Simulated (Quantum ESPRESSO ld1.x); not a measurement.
Species: Co IV. Configuration: [Ne] 3s2 3p5 3d6 4p1 (not the ground configuration). All-electron calculation, scalar-relativistic Kohn-Sham, LDA (Slater exchange, Perdew-Zunger correlation), spin-polarised, spherical densities, point nucleus; open shells are filled with parallel spins first. Program: ld1.x of Quantum ESPRESSO 7.5. Some entries of the table are withheld. Estimate them.

orbital,occ.,eigenvalue (eV),<r> (bohr),<1/r> (bohr^-1)
1s up,1,-7631.13,0.05628,26.99
1s down,1,-7630.45,0.05628,26.99
2s up,1,-950.345,0.2561,5.799
2s down,1,-947.181,0.2557,5.810
2p up,3,-822.780,0.2253,5.700
2p down,3,-820.055,0.2248,5.709
3s up,1,-153.281,0.7600,1.869
3s down,1,-146.698,0.7649,1.855
3p up,3,-116.403,0.7901,1.741
3p down,2,-109.976,0.7977,1.724
3d up,5,-57.2497,0.8767,1.458
3d down,1,-51.1698,0.9029,1.428
4s up,0,-37.2992,2.075,0.6415
4s down,0,-34.4225,2.125,0.6261
4p up,1,-29.0175,2.347,0.5619
4p down,0,-26.4573,2.432,0.5422
4d up,0,(1),3.094,0.4263
4d down,0,(2),3.330,0.3969

Answer. 
(1) 4d up eigenvalue (eV): -17.5784
(2) 4d down eigenvalue (eV): -15.7856
